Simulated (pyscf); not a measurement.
## O=SnH–OH (SMILES [O]=[SnH][OH]), singlet

Gas-phase minimum from PySCF at ωB97X-D3(BJ)/def2-SVP, one conformer. O=SnH–OH lies 65.7 kcal/mol over its isomer HO–Sn:–OH [singlet], and others may lie lower still (electronic energy, ωB97M-D3(BJ)). 

```xyz
5

O      1.9966    -1.2846    -0.4724
Sn     0.3017    -0.6393    -0.7274
O     -0.2943     1.0743     0.0405
H     -1.0973    -1.1466    -1.5395
H      0.4035     1.5084     0.5496
```
Charge 0, spin multiplicity 1.

Bonds (Å): O1–Sn2 1.831, Sn2–O3 1.970, Sn2–H4 1.695, O3–H5 0.967. Angles (°): O1–Sn2–O3 122.2, O1–Sn2–H4 136.5, O3–Sn2–H4 101.4, Sn2–O3–H5 112.2.

Properties at ωB97X-D3(BJ)/def2-SVP:

```
Item                                                                                                                                                                Value
---------------------------------------------------------------------------------------------------------------------  --------------------------------------------------
Harmonic wavenumbers, unscaled                                                                                         175, 349, 463, 585, 656, 860, 864, 2006, 3878 cm⁻¹
Zero-point energy                                                                                                                                           14.1 kcal/mol
Rotational symmetry number                                                                                                                                              1
Entropy of this conformer at 298 K and 1 atm, rigid rotor and harmonic oscillator, modes under 100 cm⁻¹ raised to 100                                     295.3 J/(mol K)
Dipole moment                                                                                                                                                      2.71 D
```

Single-point totals, which compare only within one level (frozen core for MP2 and CC):

| level | total energy (hartree) |
|---|---|
| ωB97X-D3(BJ)/def2-TZVP | -366.07050 |
| PBE/def2-TZVP | -365.83184 |
| r²SCAN/def2-TZVP | -365.99074 |
| B3LYP-D3(BJ)/def2-TZVP | -366.05985 |
| PBE0-D3(BJ)/def2-TZVP | -365.82340 |
| M06-2X/def2-TZVP | -365.85053 |
| ωB97M-D3(BJ)/def2-TZVP | -366.04419 |
| HF/def2-TZVPP | -364.24659 |
| MP2/def2-TZVPP | -365.06795 |
| CCSD/def2-TZVPP | -365.05343 |
| CCSD(T)/def2-TZVPP | -365.08772 |

Soft torsions are taken as harmonic, which can shift the entropy by several J/(mol K). The CCSD(T) − MP2 part came from Ansatz, without density fitting, on the same reference. The frozen core leaves the outer d or s,p core shells of the metals and heavy elements correlated in the MP2 and CC values, and def2-TZVPP describes them poorly, so these totals are far from the basis limit. Elements past Kr carry the def2 core potentials, without spin-orbit coupling.
